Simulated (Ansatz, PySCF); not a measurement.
B(Cl)(OMe)(SH) (CH4BClOS), SMILES COB(S)Cl.

Geometry optimised at r2SCAN-D4/def2-SVP. The values are those of a single conformer.

Vertical ionisation energy (IE) and electron affinity (EA) in eV. Rows of orbital energies are one-electron estimates. Where ΔSCF, EOM or ADC give a negative EA the extra electron is unbound and the value depends on the basis.

```csv
level,IE,EA
"−ε(HOMO), −ε(LUMO), CAM-B3LYP/def2-TZVP (PySCF)",9.29,-1.10
"−ε(HOMO), −ε(LUMO), PBE/def2-TZVP (PySCF)",6.71,1.01
"ΔSCF, CAM-B3LYP/def2-SVPD (Ansatz), final states of multiplicity 2 and 2",?,?
"ΔSCF, PBE/def2-SVPD (Ansatz), final states of multiplicity 2 and 2",10.01,-0.84
```

Problem. What belongs in the gaps? (Estimate from the structure and the level; the computed values follow.)

Solution. 
- ΔSCF, CAM-B3LYP/def2-SVPD (Ansatz, a first-principles code), final states of multiplicity 2 and 2, IE: 10.37
- ΔSCF, CAM-B3LYP/def2-SVPD (Ansatz), final states of multiplicity 2 and 2, EA: -1.11

Problem. What vertical singlet–triplet gap does ΔSCF give with CAM-B3LYP/def2-SVPD (Ansatz) and with PBE/def2-SVPD (Ansatz)? (An estimate is asked for; the answer gives what the named calculation found.)

Solution. 6.09 and 5.68 eV (triplet above singlet where positive).
